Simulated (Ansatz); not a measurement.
vanadium atom (V), quartet; Ansatz (a program for electronic structure) with HF/def2-SVP.

Input for Ansatz:
Ansatz 0.2 input:
```yaml
crystal:
  periodic: [false, false, false]
  atoms:
    - {symbol: V, position_ang: [0.00000000, 0.00000000, 0.00000000]}
basis:
  gaussian:
    orbitals: def2-SVP
hamiltonian:
  xc: hf
magnetization: {spin_polarized: true, initial_magnetization: 3}
```

Question: What does Ansatz print? Leave out banner, timings and long lists.

Answer: 
```
Functional definition: HF
233 factors; integrals over basis functions are off by at most 1.5e-4 eV
mean field evaluation 1: about -25652.5174 eV, gradient 1.1e1 eV
mean field evaluation 2: about -25652.5200 eV, gradient 1.1e1 eV
mean field evaluation 4: about -25653.2489 eV, gradient 4.9e-1 eV
mean field evaluation 8: about -25653.2585 eV, gradient 2.4e-3 eV
mean field evaluation 16: about -25653.5946 eV, gradient 5.7e-2 eV
mean field evaluation 32: about -25653.2584 eV, gradient 1.8e-2 eV
mean field evaluation 64: about -25653.3289 eV, gradient 7.6e-1 eV
mean field evaluation 96: about -25652.9958 eV, gradient 1.6e0 eV
mean field evaluation 128: about -25653.5774 eV, gradient 3.3e-1 eV
mean field evaluation 160: about -25653.2659 eV, gradient 4.5e-1 eV
mean field evaluation 192: about -25652.8698 eV, gradient 1.6e0 eV
mean field evaluation 224: about -25653.5472 eV, gradient 2.5e0 eV
mean field evaluation 256: about -25653.5951 eV, gradient 1.5e-2 eV
mean field evaluation 288: about -25652.2304 eV, gradient 2.6e0 eV
mean field evaluation 320: about -25653.2585 eV, gradient 5.9e-3 eV
mean field -25653.59514859 eV, -942.7522330795 hartree, gradient 1.4e-5 eV, S^2 3.762629; 5 other end points of the search recorded, 0 dependent functions left out
reference -25653.59514859 eV, -942.7522330795 hartree; 13, 10 occupied and 18, 21 virtual orbitals, 233 factors
Total energy: -25653.59514859 eV, -942.7522330795 hartree
```
